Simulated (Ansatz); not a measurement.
`CC[Si]OC` + HCl → `CC[Si]Cl` + CH₃OH at 600 K and 1 bar (ligand exchange at the Si–O bond).

Program: Ansatz. Geometries: PBE0-D4/def2-TZVP. ΔE: electronic, gas phase. CBS: MP2 limit from def2 TZ/QZ plus the TZ coupled-cluster correction, frozen cores. This one scheme is used for every species. Each species was taken in one conformer, which may not be the lowest.

```json
{"species": "`CC[Si]OC`", "CCSD(T)/CBS energy (Eh)": "-483.21274", "H − E (kJ/mol)": "347.6", "S (J/(mol·K))": "453.9"}
{"species": "HCl", "CCSD(T)/CBS energy (Eh)": "-460.38127", "H − E (kJ/mol)": "35.4", "S (J/(mol·K))": "207.2"}
{"species": "`CC[Si]Cl`", "CCSD(T)/CBS energy (Eh)": "-827.97738", "H − E (kJ/mol)": "223.6", "S (J/(mol·K))": "409.1"}
{"species": "CH₃OH", "CCSD(T)/CBS energy (Eh)": "-115.61712", "H − E (kJ/mol)": "163.6", "S (J/(mol·K))": "277.3"}
```

H − E and S are ideal-gas, rigid-rotor, harmonic terms from PBE0-D4/def2-TZVP, for one conformer and one mirror image of each species. 1 Eh = 2625.50 kJ/mol, R = 8.31446 J/(mol·K).

**Question.** By hand: ΔE, ΔH, ΔS and ΔG.

**Answer.** ΔE = (-827.97738) + (-115.61712) − (-483.21274) − (-460.38127) = -0.00049 Eh = -1.3 kJ/mol. Δ(H − E) = 223.6 + 163.6 − 347.6 − 35.4 = 4.2, so ΔH = 2.9 kJ/mol. ΔS = 409.1 + 277.3 − 453.9 − 207.2 = 25.3 J/(mol·K). ΔG = 2.9 − 600 × (25.3)/1000 = -12.3 kJ/mol.

**Question.** By hand: the equilibrium constant, and the temperature at which ΔG would vanish if ΔH and ΔS stayed fixed.

**Answer.** log₁₀ K = −ΔG/(RT ln 10) = 1.1. ΔG = 0 at ΔH/ΔS = 115 K, though so small a ΔH makes that figure unsure.

TΔS isn't small against ΔH here. A doubt of 5 kJ/mol in ΔE shifts log₁₀ K by 0.4 here. Other conformers and mirror images would add mixing entropy, several J/(mol·K) or more a flexible species. Modes under 60 cm⁻¹, often nearly free rotors, make the harmonic entropy too high. These are equilibria of isolated gas molecules and say nothing of rates. Largest T1 diagnostic: 0.013 (customary marks: 0.02 for closed shells, 0.045 for open ones).
